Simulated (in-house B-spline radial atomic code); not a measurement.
Configurations of neutral nickel, with energies counted from [Ar] 3d8 4s2. Method: scalar-relativistic (X2C) TPSS, spin-polarised, spherical fractional occupations, Fermi nucleus of rms radius 3.7757 fm. Calculated with a B-spline radial code for spherical atoms. Shells without spins written out take the highest spin.

Occupations are held fixed; configurations that lie above the ionisation limit could autoionise.

```csv
configuration,E - E(ref) (eV),highest orbital,its <r> (bohr)
[Ar] 3d9 4s1,-1.2287,3d down,1.109
[Ar] 3d8 4s1 4d1,6.8818,4d up,9.808
"[Ar] 3d(5 up, 2 down) 4s2 5p(1 up, 0 down)",12.463,5p up,9.612
[Ar] 3d7 4s2 4d1,12.835,4d up,9.502
"[Ar] 3d(2 up, 5 down) 4s2 5d(0 up, 1 down)",13.433,5d down,17.63
[Ne] 3s2 3p5 3d8 4s2 5p1,76.23,5p up,9.602
[Ne] 3s2 3p5 3d8 4s2 4d1,76.605,4d up,9.513
```

Task: Order these further configurations by energy, lowest first.
A. [Ar] 3d(5 up, 3 down) 4s(1 up, 0 down) 5p(1 up, 0 down)
B. [Ar] 3d8 4s1 4f1
C. [Ne] 3s2 3p5 3d8 4s2 5s1
D. [Ar] 3d(4 up, 4 down) 4s2
E. [Ar] 3d8 4s1 5s1

Result: D (1.0362 eV), E (5.7716 eV), A (6.5622 eV), B (7.6053 eV), C (75.401 eV).

Task: How far above the reference does [Ar] 3d7 4s2 4p1 lie?

Result: 8.724 eV; its least bound orbital is 4p up with <r> = 3.43 bohr.

Task: How far above the reference does [Ar] 3d(2 up, 5 down) 4s2 5f(1 up, 0 down) lie?

Result: 13.882 eV; its least bound orbital is 5f up with <r> = 28.51 bohr.

Task: Is the reference the lowest configuration at this level of theory?

Result: No: [Ar] 3d9 4s1 lies 1.229 eV lower with this functional.
